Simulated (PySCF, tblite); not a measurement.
C₈H₁₄P (charge +1).
Atom-mapped SMILES: `[CH2:1]=[CH:2][CH2:3][P@H+:4]([CH:5]=[CH2:6])/[CH:7]=[CH:8]/[CH3:9]` (hydrogens: H10, H11 on C1; H12 on C2; H13, H14 on C3; H15 on P4; H16 on C5; H17, H18 on C6; H19 on C7; H20 on C8; H21, H22, H23 on C9)

The geometry is computed with GFN2-xTB (gas phase).

Task: List the bond lengths, angles and torsions at this level.

Result: 
```tsv
bond	length (bohr)
C1=C2	2.494
C2–C3	2.840
C3–P4	3.449
P4–C5	3.392
C5=C6	2.505
P4–C7	3.365
C7=C8	2.523
C8–C9	2.790
C1–H10	2.032
C1–H11	2.036
C2–H12	2.044
C3–H13	2.067
C3–H14	2.073
P4–H15	2.607
C5–H16	2.049
C6–H17	2.038
C6–H18	2.037
C7–H19	2.049
C8–H20	2.049
C9–H21, C9–H22, C9–H23	2.057
```

Bonds in one row agree within 0.02 bohr and their mean is given. A selection of angles:
```tsv
angle	degrees
C2–C1–H10	121.5
C2–C1–H11	122.1
H10–C1–H11	116.3
C1–C2–C3	123.3
C1–C2–H12	121.0
C3–C2–H12	115.7
C2–C3–P4	109.7
C2–C3–H13	111.5
C2–C3–H14	111.0
P4–C3–H13	108.6
P4–C3–H14	107.1
H13–C3–H14	108.7
C3–P4–C5	110.2
C3–P4–C7	110.7
C3–P4–H15	108.3
C5–P4–C7	111.3
C5–P4–H15	107.8
C7–P4–H15	108.4
P4–C5–C6	123.1
P4–C5–H16	114.7
C6–C5–H16	122.2
C5–C6–H17	122.3
C5–C6–H18	121.4
H17–C6–H18	116.3
P4–C7–C8	123.1
P4–C7–H19	115.1
C8–C7–H19	121.7
C7–C8–C9	124.5
C7–C8–H20	119.7
C9–C8–H20	115.8
C8–C9–H21	110.0
C8–C9–H23	112.2
H21–C9–H22	106.6
H21–C9–H23	109.4
```

Torsions: C1–C2–C3–P4 113° (anticlinal); C2–C3–P4–C5 -177° (antiperiplanar); C3–P4–C5–C6 117° (anticlinal); C3–P4–C7–C8 -123° (anticlinal); P4–C7–C8–C9 -179° (antiperiplanar).

C2 (alkene CH carbon) is planar (angles 123.3°, 121.0° and 115.7°, sum 360.0°, 0.00 Å off the plane of its three neighbours). Of the pairs four or more bonds apart, H11···H13 is among the closest relative to their van der Waals radii: 2.44 Å, 101 % of the sum of Bondi's values. C7 (alkene CH carbon) is planar (angles 123.1°, 121.7° and 115.1°, sum 360.0°, 0.01 Å off the plane of its three neighbours). C8 (alkene CH carbon) is planar (angles 124.5°, 119.7° and 115.8°, sum 360.0°, 0.00 Å off the plane of its three neighbours). C5 (alkene CH carbon) is planar (angles 123.1°, 122.2° and 114.7°, sum 360.0°, 0.00 Å off the plane of its three neighbours). C6 (terminal =CH2 carbon) is planar (angles 122.3°, 121.4° and 116.3°, sum 360.0°, 0.00 Å off the plane of its three neighbours). The 3 C–P bonds span 1.781 Å (P4–C7, drawn single) to 1.825 Å (C3–P4, drawn single), a spread of 0.044 Å.

Point group: C1 (no symmetry element, even within 0.4 Å). Its GFN2-xTB frequencies are all real (lowest 30 cm⁻¹). 3 starts were optimised and ended at 0.00, 0.45 and 0.63 kcal/mol (GFN2-xTB); the lowest of these is shown.

One conformer stands for the species.
